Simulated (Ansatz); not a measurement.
Stepwise reaction of `C#[C][Al]([Cl])[Cl]` with hydrogen fluoride, as a gas-phase model of exchange steps in deposition or etching. ΔE in kJ/mol; ΔG adds harmonic PBE0-D4 terms to CCSD(T)/CBS, at 1 bar.

Program: Ansatz. Geometries: PBE0-D4/def2-TZVP. ΔE: electronic, gas phase. CCSD(T)/CBS adds triple-zeta CCSD(T) − MP2 to the extrapolated MP2 energy (def2 sets, frozen cores). This one scheme is used for every species. DFT in def2-TZVPP. B3LYP here is the variant with VWN-RPA as its local correlation; programs differ in this.

| step | reaction | PBE-D4 | B3LYP-D4 | ωB97M-V | CCSD(T)/CBS | ΔG(400 K) |
| --- | --- | --- | --- | --- | --- | --- |
| 1 | `C#[C][Al]([Cl])[Cl]` + H–F → `C#[C][Al]([F])[Cl]` + HCl | -18.8 | -24.8 | -22.4 | -20.0 | -27.9 |
| 2 | `C#[C][Al]([F])[Cl]` + H–F → `C#[C][Al]([F])[F]` + HCl | -18.9 | -24.8 | -22.2 | -20.7 | -23.8 |

(1) By hand: ΔE of the 2 steps together at CCSD(T)/CBS.

Results:

(1) (-20.0) + (-20.7) = -40.7 kJ/mol, or -20.4 kJ/mol a step.

In ΔE the steps differ by no more than 0.7 kJ/mol. All are downhill at CCSD(T)/CBS. ΔG lies between -27.9 and -23.8 kJ/mol a step. PBE-D4 differs from CCSD(T)/CBS by 1.2 to 1.8 kJ/mol a step. Isolated molecules leave out the surface, adducts and barriers. Largest T1 diagnostic: 0.014.
